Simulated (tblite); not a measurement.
Species: C4H16OSi3.
Atom-mapped SMILES: `[CH3:1][C:2]([CH3:3])([CH2:4][SiH2:5][SiH3:6])[SiH2:7][OH:8]` (hydrogens: H9, H10, H11 on C1; H12, H13, H14 on C3; H15, H16 on C4; H17, H18 on Si5; H19, H20, H21 on Si6; H22, H23 on Si7; H24 on O8)

Structure optimised with GFN2-xTB, isolated species.

**Question.** Give the optimised bond lengths and angles.

**Answer.** 
| bond | length (Å) |
| --- | --- |
| C1–C2, C2–C3 | 1.531 |
| C2–C4 | 1.537 |
| C4–Si5 | 1.905 |
| Si5–Si6 | 2.309 |
| C2–Si7 | 1.919 |
| Si7–O8 | 1.623 |
| C1–H9 and 5 like bonds | 1.089 |
| C4–H15, C4–H16 | 1.096 |
| Si5–H17, Si5–H18 | 1.476 |
| Si6–H19, Si6–H20, Si6–H21 | 1.466 |
| Si7–H22 | 1.457 |
| Si7–H23 | 1.468 |
| O8–H24 | 0.954 |

Bonds in one row agree within 0.01 Å and their mean is given. A selection of angles:
| angle | degrees |
| --- | --- |
| C1–C2–C3 | 108.1 |
| C1–C2–C4 | 109.9 |
| C1–C2–Si7 | 110.1 |
| C3–C2–C4 | 107.3 |
| C3–C2–Si7 | 108.4 |
| C4–C2–Si7 | 112.9 |
| C2–C4–Si5 | 119.9 |
| C4–Si5–Si6 | 109.4 |
| C2–Si7–O8 | 113.4 |
| H24–O8–Si7 | 121.7 |

Torsions: C1–C2–C4–Si5 59° (synclinal); C2–C4–Si5–Si6 -178° (antiperiplanar); C1–C2–Si7–O8 -42° (synclinal); H24–O8–Si7–C2 -56° (synclinal). The mirror-image conformer, all signs reversed, is as good.

Si7 (oxygen-bound silicon) is distorted tetrahedral (angles from 100.2° to 113.4°). Of the pairs four or more bonds apart, H18···H24 is among the closest relative to their van der Waals radii: 2.19 Å, 91 % of the sum of Bondi's values. Si6 (SiH3 silicon) is distorted tetrahedral (angles from 106.1° to 113.0°). Si5 (SiH2 silicon) is distorted tetrahedral (angles from 104.4° to 111.9°).

Point group: C1 (no symmetry element, even within 0.4 Å). Its lowest GFN2-xTB frequency is 12 cm⁻¹, too small to tell a flat minimum from a shallow saddle. The numbers are those of one conformer (C1–C2–C4–Si5 59°, C2–C4–Si5–Si6 -178°, C1–C2–Si7–O8 -42°, C2–Si7–O8–H -56°).

On one thread, Arm Neoverse N1 (aarch64) (shared host), this took 1.5 s. This is the geometry optimisation.

The numbers are calculated, not measured.
